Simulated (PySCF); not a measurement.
Unknown compound

The spectra below were simulated for a compound C₄H₇FOSi₃.

¹H NMR (500 MHz, computed): δ 6.02 (m, 1H), 4.98 (s, 3H), 4.89 (m, 1H), 4.84 (m, 1H), 2.25 (s, 1H).

¹³C{¹H} NMR (computed): δ 189.2 (C), 142.6 (CH), 104.9 (CH), 87.5 (C).

[PySCF 2.14: geometry from GFN2-xTB; shieldings: GIAO PBE0/pcSseg-1; a single conformation; one averaged value for each set of equivalent atoms; no relativistic terms; gas phase]

Shifts are taken against calculated references (same method and geometry level): TMS for ¹H (σ = 31.72 ppm) and ¹³C (σ = 186.93 ppm).

**Question.** What is the structure?

**Answer.** 
1. Rings plus π bonds: 4 (1 ring in the answer).
2. 4 carbon signals for 4 carbons: no two carbons are equivalent.
3. Carbon types of the structure: 2 × C, 2 × CH, leaving 5 H on heteroatoms.
4. δC 189.2: alkene carbon bearing oxygen; an sp2 carbon further deshielded by the attached heteroatom.
5. δC 142.6: β carbon of an enol-ether or enamine type C=C.
6. δC 104.9: terminal alkyne carbon; sp carbons lie upfield of alkene carbons because the cylindrical π system leaves one tensor component strongly shielded.
7. δC 87.5: alkyne carbon; the triple bond shields along its axis, which puts it between sp3 and sp2 carbons.
8. δH 6.02: hydrogen on a β carbon of an enol-ether or enamine type C=C; olefinic region.
9. δH 4.89, 4.84: hydrogen on a silicon bonded to C, Si, in a 4-membered ring.
10. δH 2.25: hydrogen on a terminal alkyne carbon; it lies on the axis of the triple bond, in its shielding cone.

The compound is `[Si@]1(C#C)(F)C=C(O[SiH3])[SiH2]1`.

This is the structure that produced the data.

Splittings by ¹⁹F in the carbon and heteronuclear signals aren't shown, as no couplings were computed. Shifts are as computed. Against solution values, carbons near 30 ppm lie about +3 ppm off and those near 130 ppm about +5 ppm. Of 1309 compounds with measured shifts, 239 miss one by over three times the rms of a fit or turn the order of signals round; such compounds aren't used in these exercises. Multiplicities follow the n + 1 count of equivalent neighbours, as no J values were calculated; m marks all less simple cases, F and P coupling included.
